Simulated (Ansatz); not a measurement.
gallium atom (Ga), doublet; PBE/def2-SV(P) run with Ansatz (a program for electronic structure).

Input for Ansatz:
Ansatz 0.2 input:
```yaml
crystal:
  periodic: [false, false, false]
  atoms:
    - {symbol: Ga, position_ang: [0.00000000, 0.00000000, 0.00000000]}
basis:
  gaussian:
    orbitals: def2-SV_P_.json
hamiltonian:
  xc: pbe
magnetization: {spin_polarized: true, initial_magnetization: 1}
```
The basis file holds def2-SV(P) in the JSON format of the Basis Set Exchange.

Output, abridged:

```
Functional definition: PBE
294 factors; their error is unknown
mean field evaluation 1: about -52361.7481 eV, gradient 1.3e1 eV
mean field evaluation 2: about -52361.5005 eV, gradient 1.7e1 eV
mean field evaluation 4: about -52362.0532 eV, gradient 9.0e-2 eV
mean field evaluation 8: about -52361.9971 eV, gradient 4.1e-4 eV
mean field evaluation 16: about -52361.9971 eV, gradient 2.9e-5 eV
mean field -52361.99709881 eV, -1924.2679011449 hartree, gradient 1.5e-5 eV, S^2 0.752012; 2 other end points of the search recorded, 0 dependent functions left out
reference -52361.99712339 eV, -1924.2679020482 hartree; 16, 15 occupied and 16, 17 virtual orbitals, 294 factors
Total energy: -52361.99712339 eV, -1924.2679020482 hartree
```
